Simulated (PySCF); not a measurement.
Calculated molecular-ion clusters (M+•, centroid m/z and relative intensity) of several compounds:

1. 69.9872 (100.0), 70.9898 (4.1), 71.9831 (4.6)
2. 121.0194 (100.0), 122.0192 (16.8), 123.0165 (11.1), 124.0162 (1.2), 125.0134 (0.4)
3. 179.0444 (100.0), 180.0458 (11.0), 181.0420 (3.8)
4. 128.0632 (100.0), 129.0666 (7.7), 130.0689 (0.5)

Lines and terms under 0.3 % are left out. Candidates, as SMILES:
A. `C[C@@H]1CCN([SiH](P)P)C1`
B. `[SiH2](C([SiH3])[SiH3])N`
C. `S=CC#C`
D. `C=C1C(=C)[C@@H](OC)[C@@H]1F`

Q: Match clusters and compounds, and give each formula.

A: 
1 = C, C3H2S, monoisotopic mass of the neutral 69.9877 u; relative to that species, one 13C gives 3.2 % at +1, one 33S gives 0.8 % at +1 and one 34S gives 4.5 % at +2.
2 = B, CH11NSi3, monoisotopic mass of the neutral 121.0199 u; relative to that species, one 29Si gives 15.2 % at +1, one 13C gives 1.1 % at +1, one 15N gives 0.4 % at +1 and one 30Si gives 10.0 % at +2.
3 = A, C5H15NP2Si, monoisotopic mass of the neutral 179.0449 u; relative to that species, one 13C gives 5.4 % at +1, one 29Si gives 5.1 % at +1, one 15N gives 0.4 % at +1 and one 30Si gives 3.3 % at +2.
4 = D, C7H9FO, monoisotopic mass of the neutral 128.0637 u; relative to that species, one 13C gives 7.6 % at +1.

Q: What is the mean mass of the whole cluster 1, and how does it compare with the molar mass?

A: 70.114 u over all lines, faint ones too (the ion lacks one electron, 0.0005 u); standard atomic weights give 70.109 g/mol for C3H2S.

Q: Give the exact less the nominal mass of each, in mDa.

A: C5H15NP2Si +44.9, CH11NSi3 +19.9, C3H2S -12.3, C7H9FO +63.7 (neutral, monoisotopic).

Abundances used (%; other tables differ somewhat): 12C 98.93, 13C 1.07; 32S 94.93, 33S 0.76, 34S 4.29, 36S 0.02; 1H 99.9885, 2H 0.0115; 14N 99.632, 15N 0.368; 28Si 92.2297, 29Si 4.6832, 30Si 3.0872; 16O 99.757, 17O 0.038, 18O 0.205.

Isomers would give the same cluster, so the cluster fixes the formula at best.
